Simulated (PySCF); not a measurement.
Two-component Hartree-Fock for Cl⁴⁺ (chlorine, charge +4)

Start: [Ne] 3s2 3p1; 3p3/2 filled at m_j = +3/2. Calculated with PySCF 2.14 in an uncontracted even-tempered set (21 s from 0.14 bohr⁻², ratio 2.4; 14 p from 0.18 bohr⁻², ratio 2.4; 5 d from 1.1 bohr⁻², ratio 2.6; 5 f from 1.7 bohr⁻², ratio 2.6): generalised Hartree-Fock with the X2C-1e Hamiltonian and a Gaussian nucleus; one run each with spin-orbit coupling (SO) screened by Boettger's factors, then bare. This is a chosen level, not necessarily the ground level.

| spinor shell | electrons | ε, screened SO (eV) | ε, bare SO (eV) | weight of nominal j (bare SO) | rms radius, bare SO (bohr) |
| --- | --- | --- | --- | --- | --- |
| 1s1/2 | 2 | -2930.6 | -2930.6 | 1.000 | 0.105 |
| 2s1/2 | 2 | -354.18 | -354.18 | 1.000 | 0.476 |
| 2p1/2 | 2 | -284.23 | -284.39 | 0.984 | 0.448 |
| 2p3/2 | 4 | -282.74 | -282.66 | 0.992 | 0.450 |
| 3s1/2 | 2 | -79.977 | -79.978 | 1.000 | 1.46 |
| 3p3/2 | 1 | -67.002 | -66.993 | 1.000 | 1.56 |

```
   quantity  screened SO     bare SO
E (hartree)   -456.27561  -456.27560
        M_J          3/2         3/2
       ⟨J²⟩        3.757       3.757
       ⟨L²⟩        2.005       2.005
       ⟨S²⟩        0.752       0.752
```

Each row is a mean over spinors that exchange with the open shell spreads, by up to 3.967 eV (3s1/2).
